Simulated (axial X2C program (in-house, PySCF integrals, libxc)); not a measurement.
# LiGe⁺: from the spin-free to the two-component result

All values were computed with an in-house relativistic program for diatomic molecules. Spin-free means the one-electron spin-free X2C Hamiltonian; two-component (2c) means X2C with spin–orbit coupling and atomic mean-field two-electron Coulomb and Gaunt terms, so the difference of the two also holds small scalar two-electron terms. Basis: Ge dyall-cv3z [9s9p7d4f1g], Li dyall-cv3z [7s8p2d] (cores contracted in-house); Gaussian nuclei, density fitting, unrestricted open shells. Masses: Ge 73.921 u, Li 7.016 u.

Spin-free state: M_S = 1, Λ = 1 (beyond evenly filled blocks: σα, π+α); fragments Ge + Li+.

| level | Re (Å) | ωe (cm⁻¹) | De (eV) | μ (D) |
| --- | --- | --- | --- | --- |
| PBE0 | 2.823 | 236.0 | 0.788 | 8.86 |
| HF | 2.859 | 236.7 | 0.682 | 9.23 |
| MP2 | 2.846 | 235.2 | 0.718 | n/a |
| CCSD | 2.844 | 236.6 | 0.721 | n/a |
| CCSD(T) | 2.845 | 236.3 | 0.724 | n/a |
| PBE | 2.847 | 227.0 | 0.810 | 8.81 |

Correlated methods: 14 electrons correlated (number of frozen shells: Ge 3 s, 2 p; Li 1 s), 210 virtual spin orbitals or spinors in MP2, 90 natural virtuals in coupled cluster.

Dipoles are positive if Li is the positive end and refer to the centre of mass.

Two-component determinant lowest at the distance of the search:

Ω = 2 (⟨Sz⟩ = 1.00, ⟨Lz⟩ = 1.00 at HF); fragments Ge + Li+.

| level | Re (Å) | ωe (cm⁻¹) | μ (D) |
| --- | --- | --- | --- |
| PBE0 | 2.823 | 236.2 | 8.85 |
| HF | 2.859 | 236.7 | 9.23 |
| MP2 | 2.846 | 235.0 | n/a |
| CCSD | 2.844 | 236.5 | n/a |
| CCSD(T) | 2.845 | 236.1 | n/a |
| PBE | 2.846 | 227.3 | 8.80 |

Task: From the two tables, how do the constants change at the CCSD(T) level (2c against spin-free)?

Result: At the CCSD(T) level Re is unchanged within 0.001 Å and ωe is unchanged to within 0.2 cm⁻¹.

The state is a single determinant with fixed occupations, the lowest that a limited PBE0 search found. Dissociation energies refer to the lowest single-determinant-based atoms at the same level and basis. De is not given where an atomic determinant may have missed its ground term or J level, or where the truncated virtual space spoils (T). Density functionals use the spin component along the axis (collinear). CCSD and (T) use frozen natural virtuals with an MP2 correction for the truncation; (T) itself is uncorrected, so its De runs slightly low. Other states lie close and PBE0, whose exact exchange favours high spin, may order them wrongly; the determinant shown need not be the ground state. The nearest other spin-free determinant of the search, M_S = 0, Λ = 1, lies 0.31 eV up at the distance of the search. Without a current term, density functionals place determinants with orbital angular momentum somewhat too high. The atomic limit has a lower orbital projection than the molecule and lies lower at mean-field level, so De may be about a tenth of an eV too small. With several unpaired electrons one determinant need not be a pure state. Open-shell Ω = 0 determinants with evenly filled partner blocks cannot be reached by this program, so the Ω shown need not be the lowest component. At some level and bond length an empty orbital lies below a filled one.
